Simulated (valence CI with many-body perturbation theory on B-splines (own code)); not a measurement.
Results of a calculation; reference values are marked as such.
**From CI to CI+MBPT in P I**

Level of theory: relativistic CI+MBPT: five valence electrons over a frozen Dirac-Fock core [Ne], radial functions for each j: 9 s, 9 p, 8 d, 6 f, 3 g, 1 h, with the one-electron correlation potential Σ1, the two-electron term Σ2, the three-electron term Σ3, Breit, model QED; selected CI, second order for the rest, scaled by the run's own slope (own B-spline code, finite nucleus).

Set against measurement, 25 paired levels are off by 56 cm⁻¹ on average, the worst by 186. These come from a selection out of the NIST Handbook of Basic Atomic Spectroscopic Data. Levels without a partner in it may be off by more. Among the levels kept, up to 2600 cm⁻¹ of a level comes from second order outside the variational space, and about a tenth of that is noise between levels of different J, which matters for small intervals.

Each rung adds one term. CI alone is the Dirac-Coulomb CI over the frozen core; QED comes last and gives the full result, which names the levels. Energies are above 3s2.3p3 4S°_3/2 on the same rung, in eV. A blank means that the level has no clear partner on that rung.

Names give the largest LS component (configuration and term), which can be under half, so a name can repeat, a term be missing and a line seem to break the LS rules; names also repeat where a configuration has a term twice. Letters in brackets count levels of one name in rising energy.

| Level | CI alone | + Σ1 | + Σ2 | + Σ3 | + Breit | Full |
| --- | --- | --- | --- | --- | --- | --- |
| 3s2.3p3 2D°_3/2 | 1.432 | 1.444 | 1.428 | 1.424 | 1.424 | 1.424 |
| 3s2.3p3 2D°_5/2 | 1.436 | 1.448 | 1.433 | 1.429 | 1.428 | 1.428 |
| 3s2.3p3 2P°_1/2 | 2.344 | 2.362 | 2.343 | 2.337 | 2.337 | 2.337 |
| 3s2.3p3 2P°_3/2 | 2.355 | 2.373 | 2.354 | 2.348 | 2.348 | 2.348 |
| 3s2.3p2.4s 4P_1/2 | 6.923 | 7.003 | 6.942 | 6.926 | 6.927 | 6.928 |
| 3s2.3p2.4s 4P_3/2 | 6.946 | 7.027 | 6.966 | 6.950 | 6.950 | 6.951 |
| 3s2.3p2.4s 4P_5/2 | 6.978 | 7.059 | 6.999 | 6.983 | 6.981 | 6.982 |
| 3s2.3p2.4s 2P_1/2 | 7.172 | 7.251 | 7.184 | 7.169 | 7.169 | 7.170 |
| 3s2.3p2.4s 2P_3/2 | 7.211 | 7.293 | 7.227 | 7.211 | 7.209 | 7.210 |
| 3s.3p4 4P_5/2 | 7.298 | 7.372 | 7.382 | 7.377 | 7.376 | 7.374 |
| 3s.3p4 4P_3/2 | 7.317 | 7.391 | 7.403 | 7.398 | 7.396 | 7.394 |
| 3s.3p4 4P_1/2 | 7.329 | 7.404 | 7.416 | 7.410 | 7.408 | 7.406 |
| 3s2.3p2.4p 2S°_1/2 | 7.953 | 8.037 | 7.974 | 7.958 | 7.958 | 7.958 |
| 3s2.3p2.4s 2D_3/2 | 8.090 | 8.180 | 8.104 | 8.086 | 8.085 | 8.086 |
| 3s2.3p2.4s 2D_5/2 | 8.091 | 8.181 | 8.104 | 8.086 | 8.085 | 8.086 |
| 3s2.3p2.4p 4D°_1/2 | 8.093 | 8.177 | 8.113 | 8.097 | 8.098 | 8.099 |
| 3s2.3p2.4p 4D°_3/2 | 8.108 | 8.192 | 8.128 | 8.113 | 8.113 | 8.114 |
| 3s2.3p2.4p 4D°_5/2 | 8.126 | 8.210 | 8.147 | 8.131 | 8.131 | 8.132 |
| 3s2.3p2.4p 4D°_7/2 | 8.148 | 8.234 | 8.170 | 8.155 | 8.152 | 8.153 |
| 3s2.3p2.4p 4P°_1/2 | 8.212 | 8.296 | 8.233 | 8.217 | 8.217 | 8.218 |
| 3s2.3p2.4p 4P°_3/2 | 8.219 | 8.303 | 8.240 | 8.224 | 8.224 | 8.225 |
| 3s2.3p2.4p 4P°_5/2 | 8.244 | 8.329 | 8.266 | 8.250 | 8.248 | 8.249 |
| 3s2.3p2.4p 4S°_3/2 | 8.273 | 8.359 | 8.297 | 8.282 | 8.280 | 8.281 |
| 3s2.3p2.4p 2D°_3/2 [a] | 8.279 | 8.363 | 8.300 | 8.284 | 8.284 | 8.285 |
| 3s2.3p2.4p 2D°_5/2 [a] | 8.316 | 8.402 | 8.338 | 8.323 | 8.321 | 8.322 |
| 3s2.3p2.4p 2P°_1/2 | 8.417 | 8.501 | 8.437 | 8.421 | 8.420 | 8.421 |
| 3s2.3p2.3d 2P_3/2 |  |  | 8.446 | 8.431 | 8.430 | 8.431 |
| 3s2.3p2.4p 2P°_3/2 | 8.437 | 8.522 | 8.458 | 8.442 | 8.441 | 8.442 |
| 3s2.3p2.3d 2P_1/2 | 8.440 | 8.534 | 8.474 | 8.459 | 8.457 | 8.458 |
| 3s2.3p2.3d 4F_3/2 |  |  | 8.482 | 8.466 | 8.466 | 8.467 |
| 3s2.3p2.3d 4F_5/2 | 8.468 | 8.562 | 8.499 | 8.483 | 8.483 | 8.484 |

**Question.** How does the ionisation energy move along the ladder, and which term matters most?

**Answer.** CI alone 10.458, + Σ1 10.547, + Σ2 10.483, + Σ3 10.467, + Breit 10.468, + QED 10.469 eV. The largest step is Σ1, 0.089 eV. NIST lists 10.4867 eV (measured).
